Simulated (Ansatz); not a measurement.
Dissociation curve of CH (cation, charge +1), singlet.

Levels of theory: RKS-PBE = Ansatz (an electronic-structure program) with restricted PBE/aug-cc-pVQZ; UKS-PBE = unrestricted PBE/aug-cc-pVQZ in Ansatz; FCI = full CI/aug-cc-pVQZ, frozen core (Ansatz).

Energies relative to the lowest point of each curve near equilibrium, in kcal/mol; the last columns give the error against full CI:

```
R / Å  RKS-PBE  UKS-PBE   FCI  RKS-PBE − FCI  UKS-PBE − FCI
-----  -------  -------  ----  -------------  -------------
0.85      49.2     48.1  45.3            3.9            2.8
0.93      22.2     21.5  19.3            2.9            2.2
0.96      15.6     15.0  13.1            2.6            1.9
1.02       6.5      6.1   4.8            1.7            1.3
1.06       2.9      2.7   1.8            1.2            0.9
1.09       1.3      1.1   0.5            0.7            0.6
1.14       0.0      0.0   0.0            0.0            0.0
1.16       0.0      0.0   0.2           -0.2           -0.2
1.21       0.8      0.9   1.7           -0.9           -0.8
1.26       2.6      2.8   4.2           -1.6           -1.4
1.35       7.7      7.9  10.4           -2.7           -2.5
1.44      14.2     14.4  17.8           -3.6           -3.4
1.54      22.2     22.2  26.6           -4.4           -4.4
1.71      36.2     35.5  41.2           -5.1           -5.8
1.88      49.3     47.6  54.3           -5.0           -6.7
2.08      62.8     59.5  66.9           -4.1           -7.5
2.31      75.6     67.1  77.9           -2.3          -10.7
2.52      84.7     70.2  84.9           -0.1          -14.7
2.81      94.0     73.0  90.9            3.0          -17.9
3.07      99.6     74.6  93.9            5.7          -19.4
3.45     104.5     75.5  96.0            8.5          -20.5
3.98     107.4     75.2  97.0           10.3          -21.8
```

RKS-PBE is furthest from FCI at 3.98 (10.3 kcal/mol, above); its mean absolute error over the points is 3.2 kcal/mol.

UKS-PBE is furthest from FCI at 3.98 (-21.8 kcal/mol, below); its mean absolute error over the points is 6.7 kcal/mol.

The scan ran from 0.85 to 4.54 Å; beyond the distances shown full CI changes its symmetry label. The restricted form behind RKS-PBE keeps the bonding electrons paired and can't separate into open-shell fragments. The unrestricted determinant behind UKS-PBE is spin-contaminated at 0.85 to 3.98 Å (<S²> up to 1.0, against 0.00 for a pure singlet).
